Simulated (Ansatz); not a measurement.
Process, species as SMILES: C=[SiH2] (CH2-SiH2) → [CH]=[SiH2] (CH-SiH2) + H atom
B3LYP-D3(BJ)/def2-TZVP geometries, fixed; electronic energies without zero-point terms.

Basis-set convergence of the bond dissociation energy at PBE0 with Ansatz (an electronic-structure program). Cartesian d functions, on some or all atoms, in 6-31G**, 6-311G**; all else is spherical. The program fits the integrals of some runs and decomposes those of others, by size. Open shells are unrestricted. No added dispersion term, no relativity. Functions are those of the species that has most. Reference: the value in aug-pcseg-3, 111.68 kcal/mol, itself unsure by roughly 0.01 kcal/mol (its mean distance from aug-cc-pV(Q+d)Z, cc-pV(5+d)Z, def2-QZVPPD). Deviations are taken from unrounded values.

```csv
basis,functions,bond dissociation energy (kcal/mol),minus reference (kcal/mol)
def2-SV(P),40,110.14,-1.54
6-31G**,54,113.02,1.35
6-311G**,69,112.02,0.34
def2-SVPD,76,112.18,0.51
def2-TZVP,92,111.54,-0.14
"6-311++G(2d,2p)",102,112.20,0.53
pcseg-2,120,111.80,0.12
def2-TZVPP,129,111.73,0.06
"6-311++G(3df,3pd)",158,111.75,0.07
aug-cc-pV(T+d)Z,193,111.67,0.00
cc-pV(Q+d)Z,239,111.69,0.01
pcseg-3,256,111.69,0.01
cc-pV(5+d)Z,411,111.68,0.01
```
